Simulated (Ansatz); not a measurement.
Z-matrix (Å, degrees):
```
Ti
C 1 2.391
C 1 2.415 2 56.6
N 1 1.903 2 120.4 3 -63.3
C 1 2.992 2 86.7 3 -141.0
C 1 2.419 2 34.0 3 -36.9
O 1 1.830 2 126.7 3 94.7
C 1 2.395 2 57.5 3 41.0
N 1 1.915 2 88.1 3 -163.9
C 1 2.357 2 34.5 3 78.5
C 1 2.903 2 80.6 3 171.4
C 1 3.014 2 137.5 3 113.8
C 1 2.784 2 145.6 3 -83.2
H 2 1.080 1 118.6 3 159.8
H 3 1.080 1 119.3 2 -159.0
C 4 1.436 1 137.9 2 29.2
H 5 1.090 1 81.5 2 108.4
H 5 1.100 1 133.9 2 -144.3
H 5 1.103 1 112.6 2 2.5
H 6 1.080 1 119.7 2 -121.3
Si 8 1.856 1 116.4 2 158.6
H 10 1.081 1 116.4 2 122.4
H 11 1.093 1 78.0 2 -95.0
H 11 1.103 1 113.4 2 9.5
H 11 1.100 1 135.4 2 162.1
H 12 1.099 1 90.0 2 97.0
H 12 1.097 1 111.1 2 -153.6
H 12 1.097 1 128.9 2 -16.6
H 13 1.092 1 72.3 2 -136.0
H 13 1.100 1 128.7 2 -37.8
H 13 1.099 1 121.6 2 123.3
H 16 1.088 4 111.7 1 -7.1
H 16 1.101 4 111.5 1 113.8
H 16 1.100 4 110.9 1 -127.4
H 21 1.484 8 109.8 1 -71.1
H 21 1.485 8 110.9 1 51.3
H 21 1.491 8 110.0 1 170.2
```

Total charge 0; spin multiplicity 1.

**Question.** List the CAM-B3LYP/def2-TZVPP orbital energies in eV (the Gaussian-basis code of Ansatz). (An estimate is asked.)

**Answer.** Computed: Occupied: -4869.92, -1800.52, -544.12, -521.67, -454.70, -454.67, -454.64, -390.97, -390.67, -279.69, -279.25, -279.23, -279.16, -279.08, -279.02, -279.01, -278.97, -278.96, -278.63, -145.11, -100.43, -100.43, -100.42, -67.15, -42.99, -42.92, -42.79, -28.60, -26.49, -26.25, -26.11, -21.69, -21.61, -21.32, -21.18, -19.93, -18.49, -18.31, -17.27, -16.96, -16.71, -14.99, -14.77, -14.52, -14.22, -14.17, -13.97, -13.91, -13.74, -13.68, -13.55, -12.69, -12.66, -12.45, -12.36, -12.27, -12.18, -11.66, -11.58, -10.93, -10.76, -10.67, -10.64, -10.19, -9.57, -9.35, -8.52, -8.11, -7.74, -7.15. Lowest empty: 0.16, 0.43, 0.60, 1.12, 1.41, 1.61, 2.07, 2.20.
